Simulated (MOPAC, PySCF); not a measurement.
C9H6BNS, SMILES `Bc1c(C#N)ccc2ccsc12`, neutral singlet in the gas phase. 

Cartesian coordinates (Å):
```xyz
18

B     -1.5475     2.1166    -0.4534
C     -0.8780     0.7548    -0.1667
C     -1.6292    -0.4324     0.0610
C     -3.0610    -0.4083     0.0328
N     -4.2261    -0.4468     0.0217
C     -1.0068    -1.6756     0.3222
C      0.3769    -1.7763     0.3651
C      1.1764    -0.6373     0.1480
C      2.6046    -0.5180     0.1471
C      3.0141     0.7612    -0.1045
S      1.7034     1.8720    -0.3504
C      0.5277     0.6049    -0.1135
H     -0.8555     3.0884    -0.6387
H     -2.7458     2.2146    -0.4925
H     -1.6299    -2.5569     0.4901
H      0.8502    -2.7416     0.5677
H      3.2877    -1.3504     0.3264
H      4.0389     1.1310    -0.1625
```
Charge 0, multiplicity 1.

All levels are single points at this geometry (r2SCAN-D4/def2-SVP); Pople sets use spherical d functions. Orbital energies aren't observables, and empty levels follow the basis.

PBE-D3(BJ)/def2-TZVP in PySCF gives gap (eV) = 2.51.

Task: Estimate the gap (eV) from each of these levels: r2SCAN-D4/def2-TZVP in PySCF; B3LYP/6-311+G** in PySCF; B3LYP/6-31G* in PySCF; B3LYP/LANL2DZ in PySCF; M06-2X/6-31G* in PySCF; PBE/6-31G* in PySCF; SVWN5/6-31G* in PySCF; HF/6-31G* in PySCF; AM1 in MOPAC; PM3 in MOPAC; PM6 in MOPAC; PM7 in MOPAC.

Result: 
```json
[
 {"level": "r2SCAN-D4/def2-TZVP in PySCF", "gap (eV)": "2.82"},
 {"level": "B3LYP/6-311+G** in PySCF", "gap (eV)": "3.85"},
 {"level": "B3LYP/6-31G* in PySCF", "gap (eV)": "3.92"},
 {"level": "B3LYP/LANL2DZ in PySCF", "gap (eV)": "3.94"},
 {"level": "M06-2X/6-31G* in PySCF", "gap (eV)": "6.05"},
 {"level": "PBE/6-31G* in PySCF", "gap (eV)": "2.57"},
 {"level": "SVWN5/6-31G* in PySCF", "gap (eV)": "2.51"},
 {"level": "HF/6-31G* in PySCF", "gap (eV)": "9.47"},
 {"level": "AM1 in MOPAC", "gap (eV)": "7.84"},
 {"level": "PM3 in MOPAC", "gap (eV)": "7.67"},
 {"level": "PM6 in MOPAC", "gap (eV)": "7.50"},
 {"level": "PM7 in MOPAC", "gap (eV)": "7.25"}
]
```
